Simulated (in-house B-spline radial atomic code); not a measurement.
Computed with a B-spline radial atomic code. Model: two electrons, singlet ground state, non-relativistic, full CI in B-splines with partial waves to l = 8 (at full coupling up to 3e-4 hartree above the limit, correlation up to 0.6 % small), density held at that of full coupling by Lieb maximisation.

Along the adiabatic connection the electron repulsion is scaled by a coupling λ while a local potential keeps the density fixed. At λ = 0 the system is the Kohn-Sham one and W equals the exchange energy; the exchange-correlation energy is the area under W between 0 and 1. The kinetic energy rises with λ as the electrons avoid each other, with dT/dλ = −λ dW/dλ.

Command:
```bash
python run_ac.py task.json out
```
Settings (lengths in bohr, energies in hartree):
```
potential              dot
strength               3.73
lmax                   8
second                 -0.5
```

Cost of the run: 10 s on 1 thread of Intel(R) Xeon(R) Processor @ 2.30GHz, with other jobs on the host.

**W = mean repulsion less Hartree energy, and W of three functionals.**

Given: confinement charge in harmonic well; well frequency 3.73 hartree; nuclear charge -0.5; external potential omega^2 r^2/2 - Z/r.

Computed: LDA exchange minus exact 202.57 millihartree; PBE exchange minus exact 59.293 millihartree.

```tsv
coupling	W xc (hartree)	W xc minus exchange (millihartree)	kinetic minus Kohn-Sham (millihartree)	LDA (PW92) W minus its exchange (millihartree)	PBE W minus its exchange (millihartree)	SCAN W minus its exchange (millihartree)
0	-1.4154	0	0	0	0	0
0.02	-1.4174	-2.041	0.02	-12.83	-3.58	-1.91
0.05	?	?	?	?	?	?
0.12	-1.4274	-12.042	0.72	-51.61	-19.73	-11.11
0.25	-1.4399	-24.553	3.03	-87.29	-38.32	-22.47
0.4	-1.4537	-38.332	7.5	-120.07	-57.56	-34.89
0.6	-1.471	-55.677	16.15	-156.1	-80.57	-50.5
0.8	-1.4873	-71.932	27.51	-186.56	-101.29	-65.14
1	-1.5025	-87.18	41.22	-213.16	-120.2	-78.94
1.4	-1.5303	-114.96	74.45	-258.3	-153.77	-104.33
2	-1.5662	-150.85	135.13	-312.56	-196.22	-137.82
3	-1.6141	-198.71	253.7	-381.26	-252.61	-184.16
4.5	-1.6666	-251.25	448.4	-455.29	-315.97	-237.94
7	?	?	?	?	?	?
10	-1.768	-352.65	1141.1	-604.66	-449.59	-351.46
```

(1) What belongs in the row 0.05?

(2) What belongs in the row 7?

(3) What is the SCAN exchange minus exact?

**Energy parts, natural occupations and partial-wave weights.**

Computed: total energy 14.6876 hartree; correlation energy -0.045962 hartree; kinetic part of the DFT correlation energy 0.041218 hartree; initial slope twice GL2 -0.10241 hartree; kinetic part over minus potential part 0.4728; Hartree energy 2.8307 hartree; Kohn-Sham kinetic 4.8331 hartree.

```
natural  occupation of the shell (electrons)
      s                               1.9904
      p                            0.0086798
      s                           0.00036791
      d                           0.00035304
      p                                    ?
      f                           4.5579e-05
```

(4) What belongs in the row p?

```
wave      weight
   s     0.99541
   p   0.0043734
   d           ?
   f  2.4951e-05
   g  5.6674e-06
```

(5) What belongs in the row d?

(6) What is the exchange energy?

(7) What is the Lieb Oxford ratio E_xc over LDA exchange?

Answers

(1) W xc (hartree): -1.4204; W xc minus exchange (millihartree): -5.077; kinetic minus Kohn-Sham (millihartree): 0.13; LDA (PW92) W minus its exchange (millihartree): -26.59; PBE W minus its exchange (millihartree): -8.66; SCAN W minus its exchange (millihartree): -4.72.

(2) W xc (hartree): -1.7243; W xc minus exchange (millihartree): -308.96; kinetic minus Kohn-Sham (millihartree): 774.55; LDA (PW92) W minus its exchange (millihartree): -538.43; PBE W minus its exchange (millihartree): -389.56; SCAN W minus its exchange (millihartree): -301.09.

(3) 1.6859 millihartree.

(4) occupation of the shell (electrons): 6.3222e-05.

(5) weight: 0.00018396.

(6) -1.4154 hartree.

(7) 1.2049.

Half-way to full coupling W has made 54 % of its drop, against 50 % for a straight line, and second-order (GL2) theory, half the initial slope, overshoots the correlation energy by about 11 %: a moderate bend, as in light atoms. Over couplings 0 to 1 the errors in E_xc come to about +119 millihartree for LDA, +39 millihartree for PBE, +5.9 millihartree for SCAN, so SCAN is nearest. In LDA and PBE the errors of exchange and correlation have opposite signs, so the sum is smaller than the larger of the two.
